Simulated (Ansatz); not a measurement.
Ligand exchange through a proton shuttle

Start structure (SiH4Cl2F2, closed shell), relaxed at PBE0-D4/def2-TZVP:

```tsv
atom	x (Å)	y (Å)	z (Å)
Si1	-0.8590	0.9141	-0.6549
Cl2	1.2174	0.9310	-0.8282
H3	-1.3450	-0.3668	-1.1842
H4	-1.1993	1.2267	0.7393
Cl5	-1.5452	2.4186	-1.8499
H6	0.3532	-1.5959	1.2752
F7	-0.5589	-1.3882	1.2350
H8	1.9373	-0.6997	0.3469
F9	1.9997	-1.4399	0.9210
```

The step: SiH₂Cl₂ ([Cl][SiH2][Cl]) + HF + HF → SiH₂ClF ([F][SiH2][Cl]) + HCl + HF; bonds formed: Si1–F7, Cl2–H8, H6–F9; bonds broken: Si1–Cl2, H6–F7, H8–F9. Program: Ansatz 0.2.0. Basis: def2-TZVPP and def2-QZVPP. Cores are frozen in the correlated methods. Extrapolation: Hartree–Fock as exp(−7.88 √X), correlation as X^−2.97. Energies below are by CCSD(T) at an estimated basis limit (MP2 extrapolated from triple and quadruple zeta, plus CCSD(T) − MP2 in triple zeta).

Question: What are the electronic barrier and the energy of the step, from the start structure to the end structure? (Judge from chemistry; the value comes from the calculation.)

Answer: The calculation gives: Barrier 27.11 kcal/mol; step energy -7.25 kcal/mol (downhill); reverse barrier, their difference, 34.35 kcal/mol. Barrier and step energy count from the start structure, the reverse barrier from the end structure.

The saddle point: One imaginary mode of 399i cm⁻¹.
```json
{"pair": "Si1–F7", "start (Å)": "2.99", "saddle (Å)": "1.80", "end (Å)": "1.61"}
{"pair": "Cl2–H8", "start (Å)": "2.14", "saddle (Å)": "1.44", "end (Å)": "1.29"}
{"pair": "H6–F9", "start (Å)": "1.69", "saddle (Å)": "1.02", "end (Å)": "0.93"}
{"pair": "Si1–Cl2", "start (Å)": "2.08", "saddle (Å)": "2.31", "end (Å)": "5.19"}
{"pair": "H6–F7", "start (Å)": "0.94", "saddle (Å)": "1.30", "end (Å)": "1.75"}
{"pair": "H8–F9", "start (Å)": "0.94", "saddle (Å)": "1.29", "end (Å)": "1.91"}
```

Zero-point energy (harmonic, PBE0-D4): ZPE is 27.95 kcal/mol at the start and 26.00 kcal/mol at the saddle, so the barrier goes from 27.11 to 25.15 kcal/mol.

T1 diagnostic: at most 0.011.

Labels in which every atom is bracketed show which atoms are joined, not bond orders.

For scale, one of the runs: CCSD(T)/def2-TZVPP, 244 basis functions, launched by `ansatz run in.yaml --threads 8 --pin off --events-out ev --progress --plain --max-ram 19148MiB`. Hardware: 8 CPU threads of an Intel Xeon, shared host. Wall time 2.2 min; peak host memory 4.8 GiB.
